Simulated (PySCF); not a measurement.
33S chemical shifts

Isolated molecule, non-relativistic Hamiltonian, single conformer, one averaged value for each set of equivalent atoms. Shielding tensors at PBE0/pcSseg-1 (GIAO); structure optimised with GFN2-xTB; PySCF.

Shieldings were converted by a linear fit to measured shifts: 33S (scatter 33.3 ppm rms vs sulfate, solution or neat liquid). Occasional misses reach two or three times the rms, and more in compound classes unlike the fitted ones.

Problem. Give the 33S shifts of `C[S@@](=O)[C@@H]1C[C@H](C=O)S1`.

Solution. 
```
                                                         compound           environment  δ (ppm)
[CH3:1][S@@:2](=[O:3])[C@@H:4]1[CH2:5][C@H:6]([CH:7]=[O:8])[S:9]1  S2: sulfoxide sulfur       18
[CH3:1][S@@:2](=[O:3])[C@@H:4]1[CH2:5][C@H:6]([CH:7]=[O:8])[S:9]1    S9: sulfide sulfur     -242
```

Problem. Match the shifts 70, 3, -64, -371 ppm to `CC[Si]1(C(C)C)CSC1`, `C#Cc1csc([SiH2]OC=C)c1`, `F[C@@H]1COC(=S)C1`, `C[S@@](=O)[C@H]1[C@H]2C=C[C@@H]1C=C2`.

Solution. 70: F[C@@H]1COC(=S)C1 (thione sulfur); 3: C[S@@](=O)[C@H]1[C@H]2C=C[C@@H]1C=C2 (sulfoxide sulfur); -64: C#Cc1csc([SiH2]OC=C)c1 (aromatic ring sulfur); -371: CC[Si]1(C(C)C)CSC1 (sulfide sulfur).
